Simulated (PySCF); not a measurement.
B3LYP has the VWN-RPA correlation part, as in Gaussian. 

## [Zr(Cl)4] (charge 0, multiplicity 1)

The numbers are results of B3LYP-D3(BJ)/def2-TZVP // r2SCAN-D4/def2-SVP in PySCF, not measurements.

```json
{
 "HOMO": "-9.43 eV",
 "dipole_moment": "0.00 D",
 "LUMO": "-2.95 eV",
 "HOMO–LUMO gap": "6.48 eV",
 "charge on the central atom (Mulliken)": "1.32 e",
 "total_energy": "-51384.07 eV",
 "cost": "about 100 core-seconds (a rough figure)"
}
```

```xyz
5

Zr     0.0000     0.0000     0.0000
Cl     1.9451    -0.6044     1.1309
Cl    -1.1846    -1.9182    -0.5875
Cl    -1.3186     1.3344     1.3813
Cl     0.5581     1.1881    -1.9247
```
Charge 0, spin multiplicity 1.
